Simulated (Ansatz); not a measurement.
Consider the cleavage of the Zn–B bond: `CO[BH][ZnH]` + `BS` → `B[S][ZnH]` + `BOC`.

Isolated molecules relaxed with PBE0-D4/def2-TZVP in Ansatz; ΔE leaves out vibrations. CCSD(T)/CBS is the MP2 limit (def2-TZVPP, def2-QZVPP) plus CCSD(T) − MP2 in def2-TZVPP, frozen cores. This one scheme is used for every species. Functionals use def2-TZVPP. For Zn outer-core shells are correlated without core-valence functions, which leaves a few kJ/mol of doubt a bond. Scalar relativity is left out up to krypton. One conformer a species, not always the lowest.

`CO[BH][ZnH]`:

Cartesian coordinates in Å:
```
C 0.800 0.018 1.448
O -0.049 -0.421 0.403
B -0.220 0.281 -0.734
Zn -1.507 -0.497 -2.186
H 0.208 0.135 2.359
H 1.566 -0.741 1.624
H 1.275 0.969 1.192
H 0.394 1.324 -0.827
H -2.466 -1.068 -3.279
```

`BS`:

```xyz
5

B    -0.076    0.421    0.391
S     0.709   -0.330   -1.000
H     0.352    1.485    0.716
H    -0.976   -0.112    0.959
H    -0.010   -1.464   -1.066
```

`B[S][ZnH]`:

```xyz
6

B    -0.261    0.076   -1.144
S    -1.354    0.609    0.151
Zn    0.159   -0.014    1.603
H    -0.610    0.189   -2.280
H     0.822   -0.397   -0.910
H     1.245   -0.463    2.581
```

`BOC`:

Z-matrix (Å, degrees):
```
C
O 1 1.413
H 1 1.092 2 108.8
H 1 1.092 2 108.9 3 118.3
H 1 1.094 2 111.3 3 -120.8
B 2 1.339 1 122.3 3 121.0
H 6 1.196 2 116.9 1 180.0
H 6 1.204 2 120.2 1 0.0
```

```
             level  ΔE (kcal/mol)  difference from CCSD(T)/CBS
        r2SCANh-D4          -30.0                          0.2
          BHLYP-D4          -30.5                         -0.3
            revPBE          -26.0                          4.2
           r2SCAN0          -30.7                         -0.5
RPA@PBE/def2-TZVPP          -27.1                          3.1
     CCSD/def2-SVP          -29.2                          1.0
  CCSD(T)/def2-SVP          -28.9                          1.3
CCSD(T)/def2-TZVPP          -29.1                          1.1
    MP2/def2-QZVPP          -31.6                         -1.4
      HF/CBS(def2)          -33.1                         -2.9
       CCSD(T)/CBS          -30.2                            0
```

Largest T1 diagnostic among the species: 0.017.

Leaving LDA and LC-ωPBE aside and taking each functional with its dispersion term where it has one, the values, not all of them listed here, spread over 4.4 kcal/mol, from r2SCAN0-D4 to BLYP-D4. From BLYP to BHLYP (50 % exact exchange), in def2-TZVPP and without D4, ΔE moves by −4.2 kcal/mol.
